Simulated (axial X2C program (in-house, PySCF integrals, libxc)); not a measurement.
## Potential curves of NiSb, with spin–orbit coupling

Computed with an in-house relativistic program for diatomic molecules. Two-component (2c) means X2C with spin–orbit coupling and atomic mean-field two-electron Coulomb and Gaunt terms. Basis: Sb dyall-cv3z [11s12p8d4f1g], Ni dyall-cv3z [9s9p6d3f2g] (cores contracted in-house); Gaussian nuclei, density fitting, unrestricted open shells. Masses: Sb 120.904 u, Ni 57.935 u.

State: Ω = 7/2 (⟨Sz⟩ = 1.48, ⟨Lz⟩ = 2.02 at HF). Energies in cm⁻¹ from the fragments at the same level (Sb + Ni). Fits are polynomials in 1 − R0/R over 0.85 to 1.23 times the lowest point R0.

| R (Å) | HF | PBE50 |
| --- | --- | --- |
| 2.1785 | 14608 | -9595 |
| 2.2504 | 12439 | -11046 |
| 2.3222 | 10983 | -11823 |
| 2.3940 | 10075 | -12097 |
| 2.4778 | 9540 | -11952 |
| 2.5616 | 9427 | -11447 |
| 2.6693 | 9712 | -10445 |

One determinant describes the state; a PBE0 search over occupations chose it and may have missed a lower one. De is counted from the lowest determinant-based energies of the atoms at the same level, without counterpoise correction. Density functionals use the spin component along the axis (collinear). PBE0 can misorder states that lie within some tenths of an eV, so this need not be the ground state of the molecule. The nearest other 2c determinant of the search, Ω = 1/2, lies 0.13 eV up at the distance of the search. Without a current term, density functionals place determinants with orbital angular momentum somewhat too high. With several unpaired electrons one determinant need not be a pure state.

**Question.** Fit the HF curve near its minimum: give the equilibrium distance, the harmonic wavenumber and the well depth.

**Answer.** At HF, 2c: Re = 2.547 Å, ωe ≈ 198 cm⁻¹, De = -1.17 eV to Sb + Ni; Be follows as 0.0664 cm⁻¹.

**Question.** Fit the PBE50 curve near its minimum: give the equilibrium distance, the harmonic wavenumber and the well depth.

**Answer.** At PBE50, 2c: Re = 2.408 Å, ωe ≈ 242 cm⁻¹, De = 1.50 eV to Sb + Ni; Be follows as 0.0742 cm⁻¹.
